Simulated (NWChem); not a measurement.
Species: GeH$_{3}$SeF; SMILES F[Se][GeH3]

This build's default masses of Se (78.918 u) and Br (79.917 u) are each other's, which moves their modes by up to 0.6 %.

Question: Give the equilibrium geometry at PBE0/def2-SVP (NWChem) as an XYZ file, with the point group.

Answer: point group Cs; any orientation.
```
6

Se    -0.2672     0.9774    -0.4524
F      1.0569     1.4964     0.6240
Ge     0.1246    -1.3240    -0.0911
H     -0.0560    -1.6408     1.4004
H     -0.9395    -2.0314    -0.9479
H      1.5442    -1.6769    -0.5576
```
